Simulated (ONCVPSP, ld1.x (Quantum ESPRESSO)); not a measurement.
**Potentials for fluorine (F) compared**

Generated with ld1.x 7.5 (TM, RRKJ, ultrasoft, PAW), atompaw 4.2 or ONCVPSP 4.0.1. The cutoff is in Ry: for ld1.x and atompaw files where the sum of valence levels is converged to 10 mRy in a Bessel basis, for ONCV files where the hardest occupied wave has 1 mHa per electron of residual kinetic energy. The error is the largest all-electron minus pseudo excitation energy over each file’s own four to seven test configurations (ionisations up to +4, promotions, holes and added fractions of an electron), all of which were solved. The labels leave out finer settings (local radius, basis sizes, second energies), which also bear on the numbers. Spin-polarised tests are not counted. The rows are a selection from randomly drawn settings: files with unsolved tests, undetermined cutoffs or missed reference levels are left out.

```tsv
potential	cutoff (Ry)	largest error (meV)	bound ghosts
ONCV, LDA (Perdew-Zunger), scalar-relativistic, rc 0.65/1.15/0.65 (spd), local d, core correction yes, reference 2s2 2p4.75, qcut 10/9.5/16.9, projectors 2/2/0	111	+479	none
ONCV, PBEsol, scalar-relativistic, rc 0.60/1.35/1.20 (spd), local smoothed, core correction yes, reference 2s2 2p4, qcut 10/11.5/6.7, projectors 1/2/1	115	+329	none
ONCV, PW91, non-relativistic, rc 0.75/0.95 (sp), local smoothed, core correction no, reference 2s1.75 2p5.25, qcut 9/14.2, projectors 2/2	185	+51	none
ultrasoft, LDA (PZ), scalar-relativistic, rc 0.85/1.55 (sp), local smoothed, core correction no, reference 2s2 2p5	30	+657	none
RRKJ, LDA (PZ), fully relativistic, rc 0.55/1.00 (sp), local smoothed, core correction yes, reference 2s1.5 2p5.5	230	+805	none
ONCV, PW91, scalar-relativistic, rc 0.60/1.55 (sp), local smoothed, core correction yes, reference 2s2 2p5, qcut 11.6/9.1, projectors 2/2	113	+1075	none
ONCV, BLYP, scalar-relativistic, rc 0.60/1.10/1.20 (spd), local smoothed, core correction yes, reference 2s2 2p5, qcut 9.6/13.9/8.1, projectors 2/2/2	156	+193	none
ONCV, PBE, scalar-relativistic, rc 0.85/1.85/2.00 (spd), local s, core correction no, reference 2s2 2p5, qcut 7.6/9.2/4.3, projectors 0/2/2	250	+1984	none
```

Problem. Fill in the row for F: ONCV, PBE, scalar-relativistic, rc 0.75/1.85/1.75 (spd), local smoothed, core correction no, reference 2s2 2p5, qcut 8.3/9/6, projectors 2/2/2.

Solution. cutoff 391 Ry, largest error +1940 meV, bound ghosts: none.
